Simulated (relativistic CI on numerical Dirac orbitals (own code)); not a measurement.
**Hyperfine structure of Tm27+, mass number 171**

Computed by Dirac-Coulomb-Breit CI, separate exchange-only KLI orbitals for each configuration, model QED (radiative potential, 1s self-energy scaled to tabulated hydrogen-like ionisation energies), unscaled Slater integrals (own radial code, finite nucleus).

Configuration list (outside the closed core [Ar] 3d10): 4s²4p⁶4d⁶, 4s²4p⁵4d⁷, 4s²4p⁶4d⁵4f, 4s²4p⁴4d⁸, 4s4p⁶4d⁷, 4p⁶4d⁸, 4s4p⁶4d⁶4f, 4s²4p⁶4d⁵5s, 4s4p⁵4d⁸, 4s²4p⁶4d⁵5d, 4s²4p⁶4d⁴5s², 4s²4p⁴4d⁷5s, 4s²4p⁶4d⁵6s, 4s4p⁶4d⁶5s, 4p⁶4d⁷5s, 4s4p⁶4d⁵5s². Levels of other configurations are missing.

Nuclear spin I = 1/2, μ = -0.23 μN (tables of Stone and Pyykkö). The electronic factors are computed for point nuclear moments, without core polarisation or the Bohr-Weisskopf and QED corrections.

| Level | E (cm⁻¹) | A (MHz) |
| --- | --- | --- |
| 4s²4p⁶4d⁶ ⁵D3 | 70939.5 | -1968 |
| 4s²4p⁶4d⁶ ⁵D1 | 82112.1 | -2862 |
| 4s²4p⁶4d⁶ ³G5 | 108846.0 | -4107 |
| 4s²4p⁶4d⁶ ³H6 | 111446.2 | -4521 |
| 4s²4p⁶4d⁶ ³F2 | 120570.8 | -5462 |

Levels with J = 0, under 50 % of one LS term, or S terms without an open s electron are left out. Small factors come from cancelling terms and can be off by tens of per cent or more.

At this charge energies of transitions that change n are usually good to better than 1 %, and those within a shell (Δn = 0) to a few per cent. Terms inside the open d or f shell come out 10 to 20 % too wide with unscaled integrals.

Problem. Give the hyperfine levels of 4s²4p⁶4d⁶ ⁵D3 relative to its centre of gravity.

Solution. With K = F(F + 1) − I(I + 1) − J(J + 1), E = AK/2: F = 5/2: 3937, F = 7/2: -2953 MHz.

LS names give the leading component of a level, which can be under half, so a name can repeat, a term be missing and a line seem to break the LS rules.
